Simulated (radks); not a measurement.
Computed order of ionisation of chromium. At each step one electron was removed from each of the four highest sub-shells of the ion before, moves of one valence electron (up to charge 6) and the configuration listed by NIST were tried, and the lowest configuration was kept. Method: non-relativistic Kohn-Sham, PBE, spin-polarised, spherical densities, point nucleus; computed with a radial shooting solver on a logarithmic mesh with Libxc functionals. Open shells are filled with parallel spins first.

species  lowest configuration found  NIST configuration  margin to the next tried (eV)  IE (eV)  NIST IE (eV)       kind
Cr                     [Ar] 3d5 4s1                same                          2.165    7.262         6.767       exp.
Cr+                        [Ar] 3d5                same                          1.913   17.362        16.486       exp.
Cr2+                       [Ar] 3d4                same                          6.935   32.252         30.96       exp.
Cr3+                       [Ar] 3d3                same                         13.266   49.818         49.16  semi-emp.
Cr4+                       [Ar] 3d2                same                         20.605   69.575         69.46  semi-emp.
Cr5+                       [Ar] 3d1                same                         28.766   91.217        90.635       exp.
Cr6+                           [Ar]                same                         44.215   160.30         160.3  semi-emp.
Cr7+                   [Ne] 3s2 3p5                same                         28.934   184.45         184.8  semi-emp.
Cr8+                   [Ne] 3s2 3p4                same                         29.053   208.87         209.5  semi-emp.
Cr9+                   [Ne] 3s2 3p3                same                         29.081   242.45         244.5  semi-emp.
Cr10+                  [Ne] 3s2 3p2                same                         19.761   269.50         270.8  semi-emp.
Cr11+                  [Ne] 3s2 3p1                same                         21.883   296.67           297  semi-emp.
Cr12+                      [Ne] 3s2                same                         24.707   352.12         354.7  semi-emp.
Cr13+                      [Ne] 3s1                same                         577.41   383.33        384.16  semi-emp.

Reference values: NIST Atomic Spectra Database (exp. = measured, semi-emp. = semi-empirical, theory = theoretical value adopted there). Open shells are spherical and high-spin; term and fine-structure splittings are not resolved.
